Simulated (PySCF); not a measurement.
Te(SMe)(SiH3) (CH₆SSiTe), SMILES CS[Te][SiH3].

The structure is a stationary point at B3LYP-D3(BJ)/def2-SVP. The structure was generated by enumeration, and PubChem lists no compound with its InChIKey, so it may never have been made. The def2 effective core potentials stand for the cores of Te; spin–orbit coupling is left out. The values are those of a single conformer.

The numbers are results of TDA-ωB97X/def2-SVPD (PySCF 2.14.0), not measurements.

Vertical excitations. Gas-phase values at a fixed geometry.

Computed lowest excited states:
```csv
state,energy (eV),λ (nm),f,main pairs
S1,3.24,383,0.001,HOMO→LUMO 96 %
S2,3.72,334,0.002,HOMO−1→LUMO 94 %
S3,4.91,252,0.012,HOMO→LUMO+1 89 %
S4,5.83,213,0.041,"HOMO−3→LUMO 41 %, HOMO−2→LUMO 29 %, HOMO−1→LUMO+1 9 %"
S5,5.92,209,0.049,HOMO−1→LUMO+1 72 %
S6,6.31,196,0.020,"HOMO−1→LUMO+4 34 %, HOMO−1→LUMO+6 24 %, HOMO−1→LUMO+3 6 %, HOMO−1→LUMO+8 6 %"
S7,6.34,196,0.071,"HOMO→LUMO+2 33 %, HOMO−3→LUMO 21 %, HOMO→LUMO+4 15 %, HOMO−2→LUMO 10 %"
S8,6.47,192,0.128,"HOMO→LUMO+2 40 %, HOMO−3→LUMO 20 %, HOMO−2→LUMO 14 %, HOMO→LUMO+3 6 %"
S9,6.67,186,0.198,"HOMO→LUMO+4 20 %, HOMO→LUMO+6 19 %, HOMO−2→LUMO 12 %, HOMO→LUMO+3 9 %"
S10,6.88,180,0.004,"HOMO→LUMO+7 30 %, HOMO→LUMO+3 21 %, HOMO→LUMO+4 15 %, HOMO→LUMO+11 7 %"
T1,2.66,466,0,HOMO→LUMO 95 %
T2,3.14,395,0,HOMO−1→LUMO 93 %
T3,4.43,280,0,HOMO→LUMO+1 83 %
T4,4.60,270,0,HOMO−2→LUMO 88 %
```
Triplets are in the Tamm–Dancoff approximation.
